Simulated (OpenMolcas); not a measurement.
InPH6 (SMILES [PH3+][InH3-]): methods side by side

The species is InPH6 (8 atoms), meant as a singlet with charge 0. SMILES: `[PH3+][InH3-]`. The shape is that of a PBE0-D4/def2-TZVP optimisation.

Quantity: the HOMO–LUMO gap, in eV. The values are calculated.

```json
{"level": "SVWN5/def2-SVP (core potential)", "kind": "LDA", "program": "OpenMolcas", "value (eV)": "5.19", "CPU time": "14 s"}
{"level": "PBE/def2-SVP (core potential)", "kind": "GGA", "program": "OpenMolcas", "value (eV)": "5.34", "CPU time": "22 s"}
{"level": "revPBE/def2-SVP (core potential)", "kind": "GGA", "program": "OpenMolcas", "value (eV)": "5.39", "CPU time": "21 s"}
{"level": "M06-L/def2-SVP (core potential)", "kind": "meta-GGA", "program": "OpenMolcas", "value (eV)": "6.04", "CPU time": "26 s"}
{"level": "r2SCAN/def2-SVP (core potential)", "kind": "meta-GGA", "program": "OpenMolcas", "value (eV)": "6.07", "CPU time": "26 s"}
{"level": "BHLYP/def2-SVP (core potential)", "kind": "global hybrid", "program": "OpenMolcas", "value (eV)": "9.04", "CPU time": "18 s"}
{"level": "M06-2X/def2-SVP (core potential)", "kind": "hybrid meta-GGA", "program": "OpenMolcas", "value (eV)": "?", "CPU time": "23 s"}
{"level": "PBE0/def2-SVP (core potential)", "kind": "global hybrid", "program": "OpenMolcas", "value (eV)": "?", "CPU time": "20 s"}
```

**Question.** Estimate the missing values from the other rows.

**Answer.** As computed at these levels: M06-2X/def2-SVP (core potential): 8.94 eV; PBE0/def2-SVP (core potential): 7.25 eV. The values span 5.19 to 9.04 eV. Orbital gaps aren't excitation energies; they tend to grow with the share of exact exchange. Times are those of the runs behind each value, whatever else they computed, on shared processors of several kinds: orders of magnitude only.
